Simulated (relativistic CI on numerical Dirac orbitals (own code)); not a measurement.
**Hg XXIII: sensitivity of the levels to the model**

Base calculation: Dirac-Coulomb-Breit CI, orbitals from a KLI potential per configuration, model QED, unscaled Slater integrals.

Configuration list (outside the closed core [Ar] 3d10): 4s²4p⁶4d¹⁰4f¹², 4s²4p⁶4d¹⁰4f¹¹5s, 4s²4p⁶4d¹⁰4f¹⁰5s², 4s²4p⁶4d¹⁰4f¹¹5p, 4s²4p⁶4d¹⁰4f¹⁰5s5p, 4s²4p⁶4d⁹4f¹³, 4s²4p⁶4d¹⁰4f¹⁰5p², 4s²4p⁶4d¹⁰4f¹⁰5s5d, 4s²4p⁶4d¹⁰4f¹¹5d, 4s²4p⁶4d⁸4f¹⁴, 4s²4p⁶4d⁹4f¹¹5s², 4s²4p⁶4d¹⁰4f¹¹5f, 4s²4p⁵4d¹⁰4f¹³, 4s²4p⁶4d¹⁰4f¹¹6s, 4s²4p⁶4d⁹4f¹²5s, 4s²4p⁶4d¹⁰4f¹¹6p, 4s²4p⁶4d¹⁰4f¹¹5g, 4s²4p⁶4d⁹4f¹²5p, 4s²4p⁶4d¹⁰4f¹¹6d, 4s4p⁶4d¹⁰4f¹³, 4s²4p⁶4d⁸4f¹³5s, 4s²4p⁶4d¹⁰4f¹¹7s, 4s²4p⁴4d¹⁰4f¹⁴, 4s²4p⁶4d¹⁰4f¹¹6g, 4s²4p⁵4d¹⁰4f¹²5s, 4s²4p⁵4d⁹4f¹⁴, 4s4p⁶4d¹⁰4f¹¹5s², 4p⁶4d¹⁰4f¹⁴, 4s4p⁶4d⁹4f¹⁴, 4s4p⁶4d¹⁰4f¹²5s, 4s4p⁶4d⁹4f¹³5s, 4s4p⁵4d¹⁰4f¹⁴, 4s4p⁶4d¹⁰4f¹²6s, 4s4p⁶4d¹⁰4f¹²7s. Levels of other configurations are missing.

Variants: (1) P86 correlation estimate; (2) configuration mixing switched off; (3) QED terms removed. Shifts of the energy above 4s²4p⁶4d¹⁰4f¹² ³H6, in cm⁻¹, for the lowest level and the first level of each name with at least 55 % of one term (blank where a level changes its place among those of its configuration and J or its character, or is not in the variant):

```csv
Level,Base,Δ(1),Δ(2),Δ(3)
4s²4p⁶4d¹⁰4f¹² ³H6,0,0,0,0
4s²4p⁶4d¹⁰4f¹² ³F4,10091,+1,+1414,+8
4s²4p⁶4d¹⁰4f¹² ³H5,32372,0,-26,-133
4s²4p⁶4d¹⁰4f¹² ³F3,45614,+1,+1235,-134
4s²4p⁶4d¹⁰4f¹² ³P0,84897,+6,+4693,-45
4s²4p⁶4d¹⁰4f¹² ¹I6,88608,+1,+105,-126
4s²4p⁶4d¹⁰4f¹² ³P1,95337,+5,+3477,-135
4s²4p⁶4d¹⁰4f¹² ¹S0,181052,+10,+9975,-227
4s²4p⁶4d¹⁰4f¹¹5s ⁵I°8,354002,+9691,+3351,-3809
4s²4p⁶4d¹⁰4f¹¹5s ⁵I°6,386510,+9692,+4571,-3873
4s²4p⁶4d¹⁰4f¹¹5s ⁵F°3,416638,+9694,+6907,-3890
4s²4p⁶4d¹⁰4f¹¹5s ³K°8,432443,+9691,+3747,-3914
4s²4p⁶4d¹⁰4f¹¹5s ³K°7,436869,+9692,+4000,-3915
4s²4p⁶4d¹⁰4f¹¹5s ³P°0,445557,+9695,+9795,-3927
```

At this charge transitions that keep the count of f electrons are usually good to a few per cent. Terms inside the open d or f shell come out 10 to 20 % too wide with unscaled integrals. Levels that differ in their count of f electrons can be misplaced by several ten thousand cm⁻¹, since the correlation energy of f electrons is missing or only estimated; rates across such gaps can be off by orders of magnitude.

Ionisation energy from one configuration of each of the two ions, the ground ones as tabulated or assumed: base 659.183 eV; P86 correlation estimate 661.194 eV. The NIST ASD value (theoretical) is 650 ± 30 eV.

LS names give the leading component of a level, which can be under half, so a name can repeat, a term be missing and a line seem to break the LS rules.
